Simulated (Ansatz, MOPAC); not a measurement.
Process, species as SMILES: C[N][SiH3] -> [SiH3]N[CH2]

Wanted: isomerisation energy (enthalpy at 298 K), in kcal/mol. Terms: six Cartesian d functions in 6-31G* and its kin unless marked 5d; frozen cores in correlated levels; no dispersion term unless named; no spin-orbit coupling; non-relativistic; UHF or UKS for open shells. CBS(X,Y): correlation extrapolated as X^-3; Hartree-Fock from the larger set. Ab initio and DFT rows: single points at B3LYP-D3(BJ) geometries (Ansatz, an electronic-structure program), with unscaled harmonic terms from B3LYP/6-31G* (Ansatz) at its own minima. Semi-empirical rows: MOPAC heats of formation at their own minima for 298 K.

| species | coefficient | E at B3LYP/6-31G* (Ansatz), Eh | E at B3LYP/def2-TZVPD (Ansatz), Eh | H(298 K) - E, kcal/mol | heat of formation at PM6 (MOPAC), kcal/mol |
|---|---|---|---|---|---|
| C[N][SiH3] | -1 | -385.90000 | -385.97410 | 45.09 | 29.73 |
| [CH2]N[SiH3] | +1 | -385.90847 | -385.99044 | 45.11 | 8.30 |

Coupled cluster (Ansatz) is a level with limits of its own, used here on species with T1 under 0.025 (0.045 for open shells) and stable references: CCSD(T)/CBS(aug-cc-pV(T+d)Z,aug-cc-pV(Q+d)Z). Value to compare with, CCSD(T)/CBS(aug-cc-pV(T+d)Z,aug-cc-pV(Q+d)Z) (Ansatz): -12.2 kcal/mol. 1 Eh = 627.5095 kcal/mol.

Q: Compute it at each level from the table, and compare with CCSD(T)/CBS(aug-cc-pV(T+d)Z,aug-cc-pV(Q+d)Z) (Ansatz).

A: 
- B3LYP/6-31G*: the sum of coefficient times E is -0.00847 Eh, or -5.32 kcal/mol; the thermal terms add 0.02. Result: -5.3 kcal/mol. Its difference against CCSD(T)/CBS(aug-cc-pV(T+d)Z,aug-cc-pV(Q+d)Z) (Ansatz) is 6.9 kcal/mol.
- B3LYP/def2-TZVPD: the sum of coefficient times E is -0.01634 Eh, or -10.25 kcal/mol; the thermal terms add 0.02. Result: -10.2 kcal/mol. Its difference against CCSD(T)/CBS(aug-cc-pV(T+d)Z,aug-cc-pV(Q+d)Z) (Ansatz) is 2.0 kcal/mol.
- PM6: the sum of coefficient times heat of formation is -21.43 kcal/mol; it needs no thermal term. Its difference against CCSD(T)/CBS(aug-cc-pV(T+d)Z,aug-cc-pV(Q+d)Z) (Ansatz) is -9.2 kcal/mol.
